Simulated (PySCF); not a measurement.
Choosing a molecule for a target property.

Each SMILES stands for a single optimised conformer of the isolated species, non-relativistic unless stated. Electronic properties by PySCF.

The conformers computed, where there is a choice (atom-mapped SMILES and torsion angles):
- `[CH3:1][CH2:2][O:3][C:4]([F:5])([F:6])[CH2:7][SH+:8]`: C1–C2–O3–C4 179°, C2–O3–C4–F5 -53°, O3–C4–C7–S8 -179°, H–S8–C7–C4 46°
- `[CH3:1][C@@H:2]1[CH:3]=[C:4]([C:5]([NH2:6])[O-:7])[CH2:8]1`: C3–C4–C5–N6 -5°, H–N6–C5–C4 32°, H–N6–C5–C4 155°
- `[CH3:1][C:2]#[C:3][C@H:4]([F:5])[CH2:6][C:7]([F:8])[F:9]`: C3–C4–C6–C7 -63°, C4–C6–C7–F8 161°
- `[F:1][C:2]([F:3])([F:4])/[CH:5]=[C:6]1/[CH:7][CH2:8][CH2:9]1`: F1–C2–C5–C6 180°
- `[CH:1]#[C:2][CH:3][CH2:4][C:5]#[N:6]`: C2–C3–C4–C5 -106°
- `[CH3:1][NH+:2][CH:3]([CH3:4])[CH3:5]`: C1–N2–C3–C4 -5°

Question: Wanted: isotropic g value between 2.0037 and 2.01 (unrestricted B3LYP/pcH-1, mean-field spin–orbit) and smallest rotational constant below 1 GHz (GFN2-xTB), at GFN2-xTB geometries. Which candidate meets both?
A. `C[NH+]C(C)C` [radical]
B. `FC(F)(F)/C=C1/[CH]CC1` [radical]
C. `C1[C@@H](C=C1[C]([O-])N)C` [radical]
D. `CC#C[C@H](F)C[C](F)F` [radical]
E. `C#C[CH]CC#N` [radical]
F. `CCOC(F)(F)C[SH+]` [radical]

Answer: D. Computed values:
```csv
species,isotropic g value,smallest rotational constant
FC(F)(F)/C=C1/[CH]CC1 [radical],2.00250,0.899 GHz
C#C[CH]CC#N [radical],2.00269,1.717 GHz
C1[C@@H](C=C1[C]([O-])N)C [radical],2.00330,1.032 GHz
C[NH+]C(C)C [radical],2.00352,2.817 GHz
CC#C[C@H](F)C[C](F)F [radical],2.00381,0.720 GHz
CCOC(F)(F)C[SH+] [radical],2.01552,0.795 GHz
```
